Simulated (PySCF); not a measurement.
C5H10GeSi.
Atom-mapped SMILES: `[CH2:1]=[C:2]([CH3:3])[GeH2:4][C:5]#[C:6][SiH3:7]` (hydrogens: H8, H9 on C1; H10, H11, H12 on C3; H13, H14 on Ge4; H15, H16, H17 on Si7)

Level of theory: core-valence-separated Tamm–Dancoff BHandHLYP/aug-pcX-1 (pcseg-1 on H, def2-SVPD on Si, def2-SVPD on Ge) in PySCF, non-relativistic, gas phase, PBE0-D3(BJ)/def2-SVP geometry.

Computed carbon K-edge spectrum, Gaussian lines of 0.3 eV full width, highest printed point 100; it ends one width below the last computed root. BHandHLYP without relativity tends to put these K edges a few eV too low, so spacings mean more than positions.

```json
{"photon energy (eV)": "282.1", "absorption": "0"}
{"photon energy (eV)": "282.2", "absorption": "2"}
{"photon energy (eV)": "282.3", "absorption": "11"}
{"photon energy (eV)": "282.4", "absorption": "36"}
{"photon energy (eV)": "282.5", "absorption": "72"}
{"photon energy (eV)": "282.6", "absorption": "100"}
{"photon energy (eV)": "282.7", "absorption": "96"}
{"photon energy (eV)": "282.8", "absorption": "60"}
{"photon energy (eV)": "282.9", "absorption": "23"}
{"photon energy (eV)": "283.0", "absorption": "5"}
{"photon energy (eV)": "283.1", "absorption": "1"}
{"photon energy (eV)": "283.2", "absorption": "0"}
{"photon energy (eV)": "283.3", "absorption": "0"}
{"photon energy (eV)": "283.4", "absorption": "0"}
{"photon energy (eV)": "283.5", "absorption": "0"}
{"photon energy (eV)": "283.6", "absorption": "0"}
{"photon energy (eV)": "283.7", "absorption": "0"}
{"photon energy (eV)": "283.8", "absorption": "0"}
{"photon energy (eV)": "283.9", "absorption": "0"}
{"photon energy (eV)": "284.0", "absorption": "0"}
{"photon energy (eV)": "284.1", "absorption": "0"}
{"photon energy (eV)": "284.2", "absorption": "0"}
{"photon energy (eV)": "284.3", "absorption": "0"}
{"photon energy (eV)": "284.4", "absorption": "0"}
{"photon energy (eV)": "284.5", "absorption": "0"}
{"photon energy (eV)": "284.6", "absorption": "0"}
{"photon energy (eV)": "284.7", "absorption": "0"}
{"photon energy (eV)": "284.8", "absorption": "0"}
{"photon energy (eV)": "284.9", "absorption": "0"}
{"photon energy (eV)": "285.0", "absorption": "0"}
{"photon energy (eV)": "285.1", "absorption": "0"}
{"photon energy (eV)": "285.2", "absorption": "0"}
{"photon energy (eV)": "285.3", "absorption": "1"}
{"photon energy (eV)": "285.4", "absorption": "3"}
{"photon energy (eV)": "285.5", "absorption": "8"}
{"photon energy (eV)": "285.6", "absorption": "14"}
{"photon energy (eV)": "285.7", "absorption": "16"}
{"photon energy (eV)": "285.8", "absorption": "15"}
{"photon energy (eV)": "285.9", "absorption": "13"}
{"photon energy (eV)": "286.0", "absorption": "12"}
{"photon energy (eV)": "286.1", "absorption": "16"}
{"photon energy (eV)": "286.2", "absorption": "23"}
{"photon energy (eV)": "286.3", "absorption": "24"}
{"photon energy (eV)": "286.4", "absorption": "19"}
{"photon energy (eV)": "286.5", "absorption": "17"}
```

Task: Assign the maxima to core holes.

Result: 3 maxima:
- 282.6 eV: C5 (alkyne carbon), 282.73 eV, f = 0.087, sum of 2, 1s→π*, 26 % of the height at the exact maximum; C6 (alkyne carbon), 282.63 eV, f = 0.059, 23 % of the height at the exact maximum; C2 (fully substituted alkene carbon), 282.69 eV, f = 0.062, 1s→π*, 22 % of the height at the exact maximum; C6 (alkyne carbon), 282.56 eV, f = 0.056, 1s→π*, 17 % of the height at the exact maximum
- 285.7 eV: C2 (fully substituted alkene carbon), 285.66 eV, f = 0.028, 66 % of the height at the exact maximum; C3 (allylic carbon), 285.60 eV, f = 0.008, 14 % of the height at the exact maximum; C1 (terminal =CH2 carbon), 285.83 eV, f = 0.009, 12 % of the height at the exact maximum
- 286.3 eV: C3 (allylic carbon), 286.27 eV, f = 0.025, 40 % of the height at the exact maximum; C1 (terminal =CH2 carbon), 286.25 eV, f = 0.025, 39 % of the height at the exact maximum; C6 (alkyne carbon), 286.22 eV, f = 0.009, 14 % of the height at the exact maximum

Further lines of some strength in the range: C1, 282.49 eV, f = 0.058; C5, 285.96 eV, f = 0.017.

Roots within 0.03 eV on the same or equivalent atoms count as one line; shares under 12 % aren't listed.

Vibrational structure and lifetime widths aren't in the curve. The ionisation threshold wasn't computed; near and above it a finite basis only mimics Rydberg series and continuum. Relativistic effects, spin–orbit coupling among them, are left out although an element past zinc is present.

Time: 61 s; peak memory 1.2 GiB. Hardware: one thread of an Arm Neoverse N1 (shared host).

Shape of the structure used: `[CH2:1]=[C:2]([CH3:3])[GeH2:4][C:5]#[C:6][SiH3:7]`: C1–C2–Ge4–C5 125°.

One conformer stands for the species.
